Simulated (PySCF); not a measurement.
Computed shifts of a molecule C₂H₁₀N₂Si₂, B3LYP/pcSseg-1 (PySCF), GIAO, gas phase, atoms alike by connectivity averaged where their shifts nearly agree, in ppm (number of nuclei): ¹⁵N: 43.3 (1), 31.5 (1). ²⁹Si: -17.3 (1), -34.0 (1). ¹³C: 29.6 (1), -6.3 (1). ¹H: 5.19 (1), 4.56 (1), 4.31 (1), 2.94 (1), 2.65 (1), 0.82 (1), 0.79 (1), 0.54 (1), 0.06 (1), -0.05 (1). References: ¹⁵N against NH3 (σ = 265.5 ppm); ²⁹Si against TMS (σ = 338.7 ppm); ¹³C against TMS (σ = 181.3 ppm); ¹H against TMS (σ = 31.68 ppm), references at their B3LYP-D3(BJ)/def2-TZVP geometries, non-relativistic. Coordinates come from a PBE0-D3(BJ)/def2-SVP optimisation. The values are those of a single conformer.

Q: Which molecule gave these data?
A. C[Si@H]1NC[Si@@H]1N
B. N[Si@@H]1C[SiH2]CN1
C. [SiH3][SiH]1NCCN1
D. C[Si@@]1(N)C[SiH2]N1

A: B, N[Si@@H]1C[SiH2]CN1
